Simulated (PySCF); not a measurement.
AlFHIO. Atoms are numbered in the order given.

```xyz
5

Al    -0.0272     1.3570     0.0000
F     -1.4839     2.1544     0.0000
I      0.0143    -1.0922     0.0000
O      1.4285     2.2107     0.0000
H      1.5200     3.1685     0.0000
```

Coordinates come from a B3LYP-D3(BJ)/def2-SVP optimisation. The def2 effective core potentials stand for the cores of I; spin–orbit coupling is left out. Other conformers were not sampled.

Computed with HF/def2-TZVPD (PySCF).

Symmetry labels are those of the subgroup Cs that the program uses (full group Cs).

Computed valence orbital energies around the gap with their symmetry:
```json
[
 {"orbital": "HOMO−7", "symmetry": "A'", "energy (eV)": "-18.55"},
 {"orbital": "HOMO−6", "symmetry": "A'", "energy (eV)": "-17.41"},
 {"orbital": "HOMO−5", "symmetry": "A\"", "energy (eV)": "-17.32"},
 {"orbital": "HOMO−4", "symmetry": "A'", "energy (eV)": "-14.85"},
 {"orbital": "HOMO−3", "symmetry": "A\"", "energy (eV)": "-14.31"},
 {"orbital": "HOMO−2", "symmetry": "A'", "energy (eV)": "-12.58"},
 {"orbital": "HOMO−1", "symmetry": "A\"", "energy (eV)": "-10.70"},
 {"orbital": "HOMO", "symmetry": "A'", "energy (eV)": "-10.60"},
 {"orbital": "LUMO", "symmetry": "A'", "energy (eV)": "0.69"},
 {"orbital": "LUMO+1", "symmetry": "A'", "energy (eV)": "1.31"},
 {"orbital": "LUMO+2", "symmetry": "A\"", "energy (eV)": "1.38"},
 {"orbital": "LUMO+3", "symmetry": "A'", "energy (eV)": "1.50"}
]
```
